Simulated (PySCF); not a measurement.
**Field gradients at the hydrogen positions**

C₅H₁₅NOSi.
SMILES with atom numbers: `[CH3:1][CH2:2][C@@H:3]([CH3:4])[Si@H:5]([OH:6])[NH:7][CH3:8]` (hydrogens: H9, H10, H11 on C1; H12, H13 on C2; H14 on C3; H15, H16, H17 on C4; H18 on Si5; H19 on O6; H20 on N7; H21, H22, H23 on C8)

Geometry (PBE0-D3(BJ)/def2-SVP, Å), atoms numbered from 1 in this order:
```xyz
23
C5H15NOSi angstrom
C     -2.8335    0.6268   -0.7014
C     -1.3446    0.3379   -0.8371
C     -0.7211   -0.4010    0.3551
C     -1.3354   -1.7801    0.6003
Si     1.1481   -0.5549    0.1582
O      1.8481   -1.5044    1.3454
N      1.7979    1.0441    0.2000
C      3.1632    1.3940   -0.1078
H     -3.4268   -0.2976   -0.6373
H     -3.0425    1.2174    0.2058
H     -3.2092    1.1974   -1.5650
H     -0.8115    1.2915   -0.9986
H     -1.1681   -0.2513   -1.7555
H     -0.8809    0.2163    1.2627
H     -1.2486   -2.4158   -0.2971
H     -0.8208   -2.3048    1.4190
H     -2.4043   -1.7208    0.8599
H      1.4860   -1.3093   -1.0865
H      1.9127   -1.0795    2.2063
H      1.1524    1.8245    0.1888
H      3.3092    1.7453   -1.1472
H      3.8136    0.5165    0.0310
H      3.5489    2.1797    0.5648
```

Level: PBE0/pcSseg-1 (PySCF, non-relativistic); Q(2H) = 0.00286 b; rigid geometry, the same for H and D, with no vibrational averaging.

Task: Rank these positions by the coupling χzz of a deuteron there, largest first.
A. H15 (methyl hydrogen)
B. H20 (N–H hydrogen)
C. H19 (hydroxyl hydrogen)
D. H18 (Si–H hydrogen)
E. H21 (methyl hydrogen)

Result: C (326 kHz), B (277 kHz), A (193 kHz), E (187 kHz), D (93 kHz).

Task: Give the electric field gradient Vzz (the principal value of largest size), its asymmetry and the 2H coupling at each hydrogen.

Result: 
```tsv
atom	bonded to	bond length (Å)	Vzz (au)	η	χzz (kHz)
H9	C1	1.100	0.2927	0.02	197
H10	C1	1.102	0.2898	0.02	195
H11	C1	1.101	0.2927	0.02	197
H12	C2	1.104	0.2846	0.04	191
H13	C2	1.105	0.2806	0.03	189
H14	C3	1.109	0.2801	0.04	188
H15	C4	1.103	0.2877	0.03	193
H16	C4	1.100	0.2906	0.03	195
H17	C4	1.102	0.2921	0.02	196
H18	Si5	1.494	0.1385	0.02	93
H19	O6	0.962	0.4845	0.06	326
H20	N7	1.013	0.4117	0.19	277
H21	C8	1.107	0.2776	0.05	187
H22	C8	1.101	0.2839	0.08	191
H23	C8	1.104	0.2831	0.05	190
```

Task: Average by the element that carries the hydrogen.

Result: on C: 192 kHz over 12 positions, mean bond length 1.103 Å; on Si: 93 kHz over 1 position, mean bond length 1.494 Å; on O: 326 kHz over 1 position, mean bond length 0.962 Å; on N: 277 kHz over 1 position, mean bond length 1.013 Å.

Task: How does χzz go with the bond length over the 12 C–H bonds?

Result: A straight-line fit has a slope of -10.9 kHz for each 0.01 Å, with a correlation coefficient of -0.84, over lengths from 1.100 to 1.109 Å. The longer bonds have the smaller couplings here.

Task: Give the 2H NMR doublet splittings at H11 for a magnetic field along the z, y and x axes of the gradient: 3χ/2, 3χ(1 + η)/4, 3χ(1 − η)/4.

Result: With |χ| = 196.7 kHz and η = 0.018: 295, 150 and 145 kHz, to first order and without motion.

The structure is a single PBE0-D3(BJ)/def2-SVP conformer in the gas phase; no vibrational or solvent corrections. A larger basis could move these couplings by a tenth or more.
